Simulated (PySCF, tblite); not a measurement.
Compound: C6H12FS (charge +1).
Structure used (GFN2-xTB), in Å, numbered top down from 1:
```xyz
20
C6H12FS angstrom
C      2.2106    0.7958    0.0588
S      0.7680    0.2969    1.0319
C      0.7001   -1.4951    0.6672
C     -0.0914   -1.6438   -0.6228
C     -1.2284   -0.6353   -0.5319
C     -0.6072    0.7030   -0.1434
C     -1.5954    1.6757    0.5016
F     -2.5115    2.0230   -0.4442
H      3.1003    0.4777    0.5963
H      2.1861    0.3480   -0.9297
H      2.2145    1.8802   -0.0137
H      0.1808   -1.9508    1.5098
H      1.7129   -1.8878    0.6198
H      0.5354   -1.4408   -1.4924
H     -0.4697   -2.6607   -0.7159
H     -1.7614   -0.5338   -1.4771
H     -1.9491   -0.9480    0.2259
H     -0.1522    1.1894   -1.0096
H     -1.1065    2.5985    0.8326
H     -2.1410    1.2186    1.3338
```

Structure optimised with GFN2-xTB, isolated species.

Masses are those of the commonest isotopes; rigid-rotor values at the optimised geometry. The values belong to one conformer with, in the numbering `[CH3:1][S@+:2]1[CH2:3][CH2:4][CH2:5][C@H:6]1[CH2:7][F:8]`, C5–C6–C7–F8 -66°, C1–S2–C3–C4 -86°, S2–C3–C4–C5 -40°, C3–C4–C5–C6 50°, C4–C5–C6–C7 -158°.

Give the principal moments of inertia and the rotational constants in cm⁻¹.

Ia = 200.06, Ib = 405.20, Ic = 517.52 u·Å²; 505379 MHz·u·Å²/I gives 2526, 1247 and 976.5 MHz, that is A = 0.08426, B = 0.04160, C = 0.03257 cm⁻¹.

Classify the top.

An asymmetric top: κ = (2 × 1247 − 2526 − 976.5)/(2526 − 976.5) = -0.65.

Is it planar, by Δ = Ic − Ia − Ib?

Not planar: Δ = Ic − Ia − Ib = -87.74 u·Å². For a rigid frame Δ = −2 Σ m c², so Σ m c² = 43.87 u·Å² lies off the ab plane: 15.28 from hydrogen and 28.59 from heavier atoms. The atom farthest from that plane is 1.76 Å away.

Give the other two planar moments, Paa and Pbb, and the rms extents of the mass along the axes.

Paa = Σ m a² = (Ib + Ic − Ia)/2 = 361.33 and Pbb = Σ m b² = (Ia + Ic − Ib)/2 = 156.19 u·Å². With the mass M = 135.06 u, the rms extents √(P/M) along a, b and c are 1.64, 1.08, 0.57 Å.

List the rotational levels J(Ka,Kc) to J = 5 (MHz).

Above 0(0,0):
J = 1: 1(0,1) 2224, 1(1,1) 3503, 1(1,0) 3773
J = 2: 2(0,2) 6633, 2(1,2) 7680, 2(1,1) 8492, 2(2,1) 12329, 2(2,0) 12367
J = 3: 3(0,3) 13155, 3(1,3) 13922, 3(1,2) 15543, 3(2,2) 19000, 3(2,1) 19188, 3(3,1) 26094, 3(3,0) 26098
J = 4: 4(0,4) 21703, 4(1,4) 22208, 4(1,3) 24891, 4(2,3) 27865, 4(2,2) 28399, 4(3,2) 35057, 4(3,1) 35081, 4(4,1) 44897, 4(4,0) 44897
J = 5: 5(0,5) 32212, 5(1,5) 32514, 5(1,4) 36480, 5(2,4) 38898, 5(2,3) 40041, 5(3,3) 46276, 5(3,2) 46370, 5(4,2) 56101, 5(4,1) 56104, 5(5,1) 68751, 5(5,0) 68751

Its GFN2-xTB frequencies are all real (lowest 51 cm⁻¹). Zero-point vibration and centrifugal distortion are left out.

The numbers are calculated, not measured.
